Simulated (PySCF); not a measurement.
## Electronic structure of O²⁺ (oxygen, charge +2) at the PBE0 level

Configuration: [He] 2s2 2p2, high-spin 3P determinant. All numbers are calculated (PySCF 2.14, the non-relativistic Hamiltonian (point nucleus), in dyall-av2z (11s7p2d, 42 functions)).

* Total energy: -73.2132 hartree
* One-electron energy: -92.6277 hartree
* Hartree (Coulomb) energy: 26.8515 hartree
* Exchange-correlation energy: -7.4371 hartree
* Kinetic energy: 73.07058 hartree
* ⟨S²⟩: 2.0019
* ⟨L²⟩: 2.004
* Sum of ⟨r⟩: 4.437 bohr
* Sum of ⟨r²⟩: 5.063 bohr²
* Traceless quadrupole moment −½Σ⟨3z² − r²⟩ along its main axis: 0.464 e·bohr²
* Density at the nucleus (Gaussians lack the cusp): 305 bohr⁻³
* Spin density at the nucleus: -0.0233 bohr⁻³
* Langevin diamagnetic susceptibility: -4.01 ×10⁻⁶ cm³/mol

```tsv
shell	electrons	mean orbital energy (hartree)	rms radius, mean of both spins (bohr)
1s α	1	-20.94815	0.231
1s β	1	-20.87684	0.231
2s α	1	-2.32248	1.13
2s β	1	-2.11430	1.13
2p α	2	-1.76010	1.10
```
